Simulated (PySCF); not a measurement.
## Excitation energy of In⁺ by level of theory

In⁺ [Kr] 4d10 5s2 (1S) → In⁺ [Kr] 4d10 5s1 5p1 (3P), as a difference of total energies. Calculation: PySCF 2.14, in x2c-TZVPPall (8s6p4d2f, 60 functions); scalar relativity by spin-free X2C-1e. Correlated levels: valence: [Kr] 4d10 frozen. The calculations carry no spin-orbit coupling.

```
           method  excitation energy (eV)
              UHF                   4.135
    MP2 (valence)                   4.702
SCS-MP2 (valence)                   4.862
   CCSD (valence)                   4.924
```

Errors of the correlated levels include the incompleteness of this basis and the frozen core.

The basis was made for the ground configuration and has no added diffuse functions, so the excitation energy can come out too high.

With two correlated electrons CCSD is exact in that space.

Problem. Which method comes closest to the reference value, and which is furthest?

Solution. The reference is 5.531 eV (measured; NIST levels, between the centres of gravity of the two terms). Closest: CCSD (valence) (error -0.607 eV); furthest: UHF (error -1.396 eV).
